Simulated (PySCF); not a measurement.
# How the method changes the shape and vibrations of GeH3NOSi

All numbers below are calculated, not measured. They come from PySCF 2.14.0, an open-source quantum chemistry program, on an isolated molecule that a program drew, which may never have been made. The molecule is GeH3NOSi (charge 0, singlet), drawn as the SMILES string `O=[SiH][NH][GeH]`.

The geometry was optimised and harmonic frequencies were computed with HF and MP2, all in the cc-pV(D+d)Z basis, for the commonest isotopes, with a restricted reference for singlets and an unrestricted one otherwise, and a frozen core in MP2. Germanium has the cc-pVDZ-PP basis, with a core potential (ECP10MDF) in place of its 10 inner electrons, and its 3s, 3p and 3d shells are frozen in MP2. Each result is a local minimum of its method.

Geometry at the HF minimum:
```xyz
7
GeH3NOSi, angstrom
O    -1.3509   -3.8858   -0.1448
Si    0.0078   -3.3782    0.2227
N     0.8922   -2.2211   -0.6246
Ge    0.3728   -1.3263   -2.1965
H     0.7835   -3.8183    1.3918
H     1.7936   -1.9904   -0.2407
H     1.7288   -0.4927   -2.2584
```

Lengths of the bonds as drawn, in Å (atoms numbered as above):
| bond | HF | MP2 |
|---|---|---|
| O1-Si2 | 1.496 | 1.536 |
| Si2-N3 | 1.685 | 1.714 |
| N3-Ge4 | 1.882 | 1.895 |
| Si2-H5 | 1.470 | 1.480 |
| N3-H6 | 1.006 | 1.024 |
| Ge4-H7 | 1.593 | 1.600 |

Rotational constants, in GHz:
```
constant     HF    MP2
       A  11.93  11.39
       B  1.587  1.558
       C  1.401   1.37
```

Harmonic frequencies in cm^-1, each column in rising order, so a row needn't be the same motion in every method:
```
rank    HF   MP2
   1   116   103
   2   163   138
   3   241   241
   4   392   356
   5   580   553
   6   650   591
   7   728   675
   8   827   772
   9   924   858
  10   980   914
  11  1252  1132
  12  1347     ?
  13  1966  1933
  14  2375  2297
  15  3773  3565
```

**Estimate the missing MP2 frequency from the HF column.**

A single factor s that minimises the squared misfit of MP2 against s times HF over the other rows is sum(HF x MP2) / sum(HF^2) = 0.9500, with an rms misfit of 30 cm^-1. For rank 12 it gives 0.9500 x 1347 = 1280 cm^-1. The calculation gives 1219 cm^-1, 61 cm^-1 below the estimate. The drawn bonds are on average 1.3 % longer in MP2 than in HF.
